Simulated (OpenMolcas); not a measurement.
## neutral manganese: effect of correlating more closed shells

| Property | Result |
| --- | --- |
| Program | OpenMolcas |
| Basis | ANO-RCC-VTZP [6s5p3d2f1g] |
| Scalar Hamiltonian | DKH2, point nucleus |
| Active space | 7 electrons in 6 orbitals (3d 4s) |
| State averaging | 2S+1 = 6 even, 6 roots; 2S+1 = 4 even, 43 roots kept (CI in the orbitals of an earlier block); 2S+1 = 2 even, 11 roots kept (CI in the orbitals of an earlier block, 0 in the spin-orbit step) |
| Spin-orbit coupling | RASSI with atomic mean-field integrals over the reference wave functions, term energies averaged over their components |

Methods on the same reference wave functions:
A. CASSCF
B. MS-CASPT2, IPEA 0.25 Eh, imaginary shift 0.1 Eh (closed shells correlated: none)
C. MS-CASPT2, IPEA 0.25 Eh, imaginary shift 0.1 Eh (closed shells correlated: 3s 3p)

Energies in cm⁻¹ above 3d⁵ 4s² ⁶S_5/2, the measured ground level; measured values from NIST Handbook of Basic Atomic Spectroscopic Data.

| Level | A | B | C | Measured |
| --- | --- | --- | --- | --- |
| 3d⁵ 4s² ⁶S_5/2 | 0.0 | 0.0 | 0.0 | 0.0 |
| 3d⁶ 4s ⁶D_9/2 | 11676 | 29380 | 27190 | 17052 |
| 3d⁶ 4s ⁶D_7/2 | 11936 | 29640 | 27450 | 17282 |

Deviations, from unrounded energies. A percentage is the sum of absolute deviations over the sum of measured energies, with the sign that they share, or ± where signs differ.

| Against measurement | Levels | A | B | C |
| --- | --- | --- | --- | --- |
| mean absolute deviation (cm-1) | 2 | 5400 | 12000 | 10000 |
| other configurations (%) | 2 | -31.2 | +71.9 | +59.1 |

A lies closest to measurement on these levels and B furthest from it. The largest miss of A in the table is 3d⁶ 4s ⁶D_9/2, by -5400 cm-1. The ranking rests on the paired levels alone, and a cruder setting can come out closer through cancelling errors.

Between B and C the level of the table that moves most is 3d⁶ 4s ⁶D_9/2, by 2200 cm-1 (lowest in C, highest in B). Moves below CASPT2's spread within the term are not significant.

The lowest spin-free term lies below A's lowest term by 0.258 hartree in B, 0.619 hartree in C.

What an inner shell adds also hangs on whether the basis holds functions to correlate it.

Over all roots computed the reference weight is 0.85 to 0.94 in B, 0.82 to 0.90 in C; the roots of lowest weight are the least certain, and an intruder state may touch them. Some high roots are left out of the spin-orbit mixing, which shifts the levels that they would mix with. A single d shell beside an s shell can misplace configurations of different d count against each other. Without dynamic correlation excited terms often stand tens of per cent too high (terms of higher spin than the ground term too low), and those without a measured partner can miss by more than the paired ones (holds for A). Measured partners are found by configuration, term and J. A level has none where our copy of the source lacks it or the pairing is in doubt (some pairs that miss far off the trend of their configuration count as doubtful), and it then counts in no deviation. Levels of configurations outside the active space are missing. Levels that lie high or do not pair safely by name in every column are left out.
